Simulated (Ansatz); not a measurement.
Li4N⁺, relaxed as a singlet with RKS B3LYP-D4/def2-TZVP in Ansatz, starting from the GFN2-xTB geometry. Force threshold 0.02 eV/Å.

The structure comes from a short search, and lower isomers may exist.

Start:

```tsv
atom	x (Å)	y (Å)	z (Å)
Li1	-0.116	1.452	-1.050
Li2	-1.581	-0.542	0.640
Li3	1.021	0.401	1.424
Li4	0.672	-1.314	-1.016
N5	0.004	0.002	0.002
```

```
step  energy (eV)  largest force component (eV/Å)  SCF passes
   1   -2306.7882                           0.134          44
   2   -2306.8006                           0.071          23
   3   -2306.8029                           0.002          23
```

Force components are those of the run's own axes.

End:

```xyz
5

Li   -0.169    1.450   -1.017
Li   -1.600   -0.500    0.597
Li    1.058    0.367    1.382
Li    0.711   -1.317   -0.962
N     0.000    0.000    0.000
```

By distances, no bond broke or formed. The bond that changes most is Li1–N5, from 1.79 to 1.78 Å (atoms count from 1). The end is the same structure that another start reached, the lowest one found.

No frequencies were taken in this run, so the end may be a saddle point.

Hardware: 4 threads of Arm Neoverse V2 on a shared host. Wall time 2.1 s.
